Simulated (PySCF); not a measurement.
Record of a relaxation.

Compound: C4H8OSi.
Numbering: `[SiH3:1][O:2][C:3]1=[CH:4][CH2:5][CH2:6]1` (hydrogens: H7, H8, H9 on Si1; H10 on C4; H11, H12 on C5; H13, H14 on C6)

Method: PBE0-D3(BJ)/def2-SVP geometry optimisation, gas phase (PySCF); density fitting, grid level 1; the optimiser is geomeTRIC in internal coordinates, started from a GFN2-xTB structure with every atom displaced at random (about 0.01 Å). The frame can shift and turn from step to step; on so coarse a grid that alone can change the energy by a few meV, and forces under 0.02 eV/Å are noise.

Step 0: E = -14184.5559 eV, largest atomic force 2.718 eV/Å
```
atom  x, y, z in Å  |  force x, y, z in eV/Å
Si1     2.635    0.021    0.554   -0.434   0.974  -0.247
O2      1.146    0.734    0.360   -1.236   0.291  -0.145
C3     -0.100    0.226    0.288    1.831   2.007   0.091
C4     -0.599   -0.981    0.345   -2.309  -1.318  -0.094
C5     -2.036   -0.455    0.173    1.034   0.200   1.299
C6     -1.390    0.965    0.121   -0.078  -0.464   0.228
H7      2.903   -0.879   -0.551    0.297  -0.545  -0.617
H8      2.696   -0.677    1.812    0.154  -0.576   0.921
H9      3.435    1.252    0.544    0.663   0.037   0.015
H10    -0.253   -1.982    0.474    0.556  -0.776   0.086
H11    -2.704   -0.610    1.042    0.083  -0.007  -0.153
H12    -2.537   -0.751   -0.723   -0.572  -0.337  -1.008
H13    -1.684    1.638    0.929    0.027   0.152   0.297
H14    -1.520    1.485   -0.817   -0.016   0.362  -0.673
```

Step 1: E = -14184.7908 eV, largest atomic force 0.325 eV/Å
```
atom  x, y, z in Å  |  force x, y, z in eV/Å
Si1     2.429   -0.103    0.451    0.013  -0.266   0.033
O2      0.909    0.593    0.252    0.218   0.067   0.022
C3     -0.265   -0.035    0.197   -0.313  -0.088  -0.011
C4     -0.731   -1.302    0.257    0.128   0.138   0.030
C5     -2.165   -0.845    0.092   -0.111  -0.077  -0.271
C6     -1.610    0.608    0.025    0.009   0.098  -0.041
H7      2.717   -1.041   -0.679   -0.046   0.020   0.059
H8      2.492   -0.844    1.752   -0.032   0.035  -0.096
H9      3.415    1.003    0.447   -0.034   0.110  -0.003
H10    -0.280   -2.287    0.386    0.036   0.004  -0.015
H11    -2.837   -1.039    0.942   -0.002   0.002   0.037
H12    -2.674   -1.174   -0.839    0.119   0.044   0.204
H13    -1.924    1.274    0.846    0.011  -0.031  -0.005
H14    -1.763    1.133   -0.934    0.003  -0.055   0.059
```

Step 2: E = -14184.7984 eV, largest atomic force 0.340 eV/Å
```
atom  x, y, z in Å  |  force x, y, z in eV/Å
Si1     2.408   -0.132    0.451    0.012  -0.048   0.001
O2      0.915    0.618    0.253    0.035   0.288  -0.012
C3     -0.270    0.008    0.195    0.207  -0.266   0.040
C4     -0.693   -1.269    0.259   -0.163   0.125   0.001
C5     -2.139   -0.848    0.092   -0.098  -0.076  -0.054
C6     -1.625    0.623    0.022    0.025  -0.017  -0.003
H7      2.663   -1.073   -0.680   -0.011  -0.011   0.011
H8      2.440   -0.877    1.744   -0.005  -0.009  -0.013
H9      3.412    0.964    0.453   -0.015   0.009   0.001
H10    -0.209   -2.239    0.388    0.004   0.018  -0.016
H11    -2.804   -1.058    0.945    0.000   0.015   0.010
H12    -2.636   -1.195   -0.831    0.009   0.012   0.025
H13    -1.956    1.280    0.842   -0.001  -0.020   0.004
H14    -1.794    1.139   -0.938    0.000  -0.019   0.005
```

Step 3: E = -14184.8021 eV, largest atomic force 0.141 eV/Å
```
atom  x, y, z in Å  |  force x, y, z in eV/Å
Si1     2.408   -0.131    0.451    0.051  -0.004  -0.003
O2      0.919    0.627    0.256   -0.089   0.110  -0.007
C3     -0.261    0.004    0.197    0.002  -0.033  -0.004
C4     -0.697   -1.268    0.259    0.002  -0.085   0.026
C5     -2.142   -0.849    0.090    0.042   0.037   0.035
C6     -1.618    0.619    0.022   -0.013   0.029   0.000
H7      2.654   -1.072   -0.680    0.003  -0.015  -0.007
H8      2.435   -0.879    1.741    0.005  -0.018   0.017
H9      3.409    0.968    0.453   -0.003  -0.023   0.002
H10    -0.215   -2.239    0.387    0.008  -0.015  -0.009
H11    -2.809   -1.055    0.944    0.018   0.009  -0.001
H12    -2.637   -1.195   -0.831   -0.014  -0.009  -0.039
H13    -1.949    1.275    0.843   -0.008   0.004   0.007
H14    -1.784    1.134   -0.937   -0.003   0.012  -0.017
```

Step 4: E = -14184.8031 eV, largest atomic force 0.063 eV/Å
```
atom  x, y, z in Å  |  force x, y, z in eV/Å
Si1     2.404   -0.131    0.451    0.029  -0.024  -0.001
O2      0.917    0.637    0.259   -0.035   0.052   0.005
C3     -0.260    0.007    0.200   -0.018   0.008  -0.011
C4     -0.693   -1.267    0.261    0.017  -0.024   0.014
C5     -2.137   -0.849    0.089    0.005   0.005   0.010
C6     -1.618    0.620    0.022    0.003   0.000   0.003
H7      2.641   -1.073   -0.682    0.000  -0.003  -0.003
H8      2.427   -0.884    1.738    0.001  -0.004   0.006
H9      3.412    0.959    0.455    0.002  -0.007   0.001
H10    -0.209   -2.238    0.388   -0.003   0.000  -0.007
H11    -2.804   -1.055    0.943    0.003  -0.001   0.001
H12    -2.631   -1.196   -0.833   -0.010  -0.007  -0.015
H13    -1.952    1.276    0.842    0.000   0.002   0.001
H14    -1.784    1.135   -0.938    0.004   0.003  -0.003
```

Step 5: E = -14184.8036 eV, largest atomic force under 0.02 eV/Å
```
atom  x, y, z in Å  |  force x, y, z in eV/Å
Si1     2.395   -0.134    0.451    0.001  -0.020  -0.002
O2      0.916    0.653    0.266    0.000   0.001   0.013
C3     -0.259    0.017    0.203   -0.004   0.007  -0.010
C4     -0.684   -1.260    0.264    0.009   0.008   0.001
C5     -2.130   -0.850    0.088    0.003   0.000  -0.004
C6     -1.619    0.622    0.021    0.000  -0.013   0.004
H7      2.617   -1.075   -0.686   -0.002   0.007  -0.001
H8      2.412   -0.897    1.735   -0.001   0.007  -0.001
H9      3.419    0.941    0.459    0.004   0.003   0.000
H10    -0.194   -2.228    0.390   -0.006   0.000  -0.002
H11    -2.797   -1.058    0.941   -0.003  -0.003  -0.002
H12    -2.620   -1.201   -0.836   -0.002   0.001   0.003
H13    -1.959    1.276    0.839    0.000   0.003  -0.003
H14    -1.784    1.135   -0.940    0.003   0.000   0.002
```

Step 6: E = -14184.8037 eV, largest atomic force under 0.02 eV/Å
```
atom  x, y, z in Å  |  force x, y, z in eV/Å
Si1     2.394   -0.136    0.452   -0.002  -0.006  -0.003
O2      0.916    0.656    0.272    0.001  -0.006   0.012
C3     -0.259    0.019    0.206    0.002   0.004  -0.007
C4     -0.682   -1.259    0.265    0.002   0.006  -0.001
C5     -2.128   -0.850    0.086    0.002   0.000  -0.003
C6     -1.619    0.623    0.020   -0.001  -0.006   0.004
H7      2.610   -1.073   -0.689   -0.001   0.004  -0.001
H8      2.409   -0.902    1.733    0.000   0.004   0.000
H9      3.421    0.937    0.462    0.001   0.001   0.001
H10    -0.192   -2.226    0.392   -0.003   0.000  -0.001
H11    -2.797   -1.059    0.938   -0.002  -0.002  -0.001
H12    -2.616   -1.201   -0.839   -0.001   0.001   0.002
H13    -1.962    1.277    0.838    0.000   0.002  -0.002
H14    -1.782    1.136   -0.941    0.001   0.000   0.001
```

Problem. Summarise the path.

Solution. The energy falls by 0.2478 eV from step 0 to step 6; nine tenths of that is first reached at step 1. It falls at every step. The largest force goes from 2.718 to under 0.02 eV/Å. Among the bonds Si1–H8 changes most, from 1.440 to 1.492 Å; the atoms move by 0.123 Å rms after alignment.

Problem. Follow the three bonds and two angles with the largest change from start to end.

Solution. 
```json
{"step": "0", "E above end (eV)": "0.2478", "largest force (eV/Å)": "2.718", "Si1–H8 (Å)": "1.440", "Si1–H7 (Å)": "1.450", "C3=C4 (Å)": "1.307", "Si1–O2–C3 (°)": "132.3", "O2–Si1–H9 (°)": "97.4"}
{"step": "1", "E above end (eV)": "0.0129", "largest force (eV/Å)": "0.325", "Si1–H8 (Å)": "1.498", "Si1–H7 (Å)": "1.496", "C3=C4 (Å)": "1.351", "Si1–O2–C3 (°)": "127.2", "O2–Si1–H9 (°)": "107.0"}
{"step": "2", "E above end (eV)": "0.0053", "largest force (eV/Å)": "0.340", "Si1–H8 (Å)": "1.493", "Si1–H7 (Å)": "1.493", "C3=C4 (Å)": "1.347", "Si1–O2–C3 (°)": "126.1", "O2–Si1–H9 (°)": "105.7"}
{"step": "3", "E above end (eV)": "0.0016", "largest force (eV/Å)": "0.141", "Si1–H8 (Å)": "1.491", "Si1–H7 (Å)": "1.492", "C3=C4 (Å)": "1.346", "Si1–O2–C3 (°)": "125.3", "O2–Si1–H9 (°)": "105.3"}
{"step": "4", "E above end (eV)": "0.0006", "largest force (eV/Å)": "0.063", "Si1–H8 (Å)": "1.492", "Si1–H7 (Å)": "1.492", "C3=C4 (Å)": "1.347", "Si1–O2–C3 (°)": "124.6", "O2–Si1–H9 (°)": "105.4"}
{"step": "5", "E above end (eV)": "0.0001", "largest force (eV/Å)": "under 0.02", "Si1–H8 (Å)": "1.493", "Si1–H7 (Å)": "1.493", "C3=C4 (Å)": "1.347", "Si1–O2–C3 (°)": "123.6", "O2–Si1–H9 (°)": "105.5"}
{"step": "6", "E above end (eV)": "0.0000", "largest force (eV/Å)": "under 0.02", "Si1–H8 (Å)": "1.492", "Si1–H7 (Å)": "1.493", "C3=C4 (Å)": "1.347", "Si1–O2–C3 (°)": "123.4", "O2–Si1–H9 (°)": "105.5"}
```

The cost below is that of the whole optimisation. The run took 64 s on one thread of an Arm Neoverse N1, on a shared host, and the process peaked at 0.50 GiB of memory.
